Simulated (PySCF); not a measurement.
These compounds are isomers of formula C3H4FN3.

A. `c1(F)c(C)[nH]nn1`
B. SMILES C1(F)=NN(C)N=C1
C. `FCc1nc[nH]n1`

Spectrum 1. 1H NMR (500 MHz, computed): δ 10.21 (br s, 1H), 8.06 (s, 1H), 5.87 (d, J = 54.3 Hz, 2H). 13C{1H} NMR (computed): δ 164.7 (C, d, J = 19.5 Hz), 146.3 (CH), 81.2 (CH2, d, J = 223.8 Hz).

Spectrum 2. 1H NMR (500 MHz, computed): δ 10.60 (br s, 1H), 2.45 (d, J = 1.8 Hz, 3H). 13C{1H} NMR (computed): δ 168.8 (C, d, J = 309.9 Hz), 120.3 (C, d, J = 29.3 Hz), 7.9 (CH3, d, J = 3.5 Hz).

Spectrum 3. 1H NMR (500 MHz, computed): δ 7.15 (d, J = 8.1 Hz, 1H), 4.16 (s, 3H). 13C{1H} NMR (computed): δ 172.8 (C, d, J = 323.5 Hz), 121.9 (CH, d, J = 17.0 Hz), 42.5 (CH3).

[PySCF: GIAO PBE0/pcSseg-1 shieldings; spin–spin couplings from B3LYP/pcJ-1 (spin–dipole term left out of most H,H and C,H couplings); GFN2-xTB structure; relativity neglected; fast rotation and ring inversion assumed for equivalent nuclei; single conformer; no solvent model]

Shifts are taken against calculated references (same method and geometry level): TMS for 1H (31.72 ppm) and 13C (186.93 ppm). Multiplet labels drop J under 1 Hz and among equivalent protons, and merge close values. Unscaled 3J(H,H) run several per cent high. One-bond C–F couplings are unscaled and too large by tens of Hz. Shifts are as computed. Against solution values, carbons near 30 ppm lie about +3 ppm off and those near 130 ppm about +5 ppm. Of 1211 compounds with measured shifts, 218 miss one by over three times the rms of a fit or turn the order of signals round; such compounds aren't used in these exercises. OH and NH positions are gas-phase values without hydrogen bonding to other molecules.

Q: Which spectrum belongs to which compound?

A: 1–C, 2–A, 3–B.

- Spectrum 1 (C): 3 13C signals; δC 81.2 is an sp3 CH2 bonded to F, on an aromatic ring; δH 10.21 is the hydrogen on a pyrrole-type ring nitrogen.
- Spectrum 2 (A): 3 13C signals; δC 168.8 is an aromatic carbon bearing fluorine; δC 7.9 is a methyl carbon on an aromatic ring.
- Spectrum 3 (B): 3 13C signals; δC 172.8 is an aromatic carbon bearing fluorine; δC 42.5 is a methyl carbon bonded to N.
